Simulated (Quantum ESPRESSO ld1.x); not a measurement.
Nb30+, 11 electrons, occupied as [Ne] 3s1.

All-electron calculation, scalar-relativistic Kohn-Sham, LDA (Slater exchange, Perdew-Wang correlation), spin-polarised, spherical densities, point nucleus; open shells are filled with parallel spins first. Program: ld1.x of Quantum ESPRESSO 7.5.

Energy parts (hartree):
total: -3135.4539
kinetic: 3244.5500
electron-nucleus: -6749.9119
Hartree: 435.7086
exchange-correlation: -65.8006

Orbitals (lengths in bohr, moments of r in powers of bohr; r(max) is where P^2 peaks):
| orbital | occ. | eigenvalue (hartree) | <r^4> | r(max) | <r^2> | <r> |
|---|---|---|---|---|---|---|
| 1s up | 1 | -749.495 | 7.984e-06 | 0.02351 | 0.001758 | 0.03611 |
| 1s down | 1 | -749.418 | 7.985e-06 | 0.02351 | 0.001758 | 0.03611 |
| 2s up | 1 | -152.406 | 0.001359 | 0.1322 | 0.02835 | 0.1554 |
| 2s down | 1 | -152.319 | 0.001353 | 0.1322 | 0.02831 | 0.1553 |
| 2p up | 3 | -142.807 | 0.0009505 | 0.1053 | 0.02210 | 0.1348 |
| 2p down | 3 | -142.730 | 0.0009463 | 0.1053 | 0.02207 | 0.1348 |
| 3s up | 1 | -61.0946 | 0.03764 | 0.3574 | 0.1610 | 0.3765 |
| 3s down | 0 | -60.5487 | 0.03774 | 0.3567 | 0.1611 | 0.3764 |

The highest occupied level is 3s up at -1662.5 eV. The density falls to 0.001 e/bohr^3 at r = 0.90 bohr. Spin moment in Bohr magnetons: 1. For comparison, the ionisation energy in NIST's Atomic Spectra Database is 1685.0 eV (semi-empirical). In exact Kohn-Sham theory the highest level is minus the ionisation energy, but local and semilocal functionals leave it too shallow, through self-interaction and a potential that decays too fast; potentials with the right tail come closer.
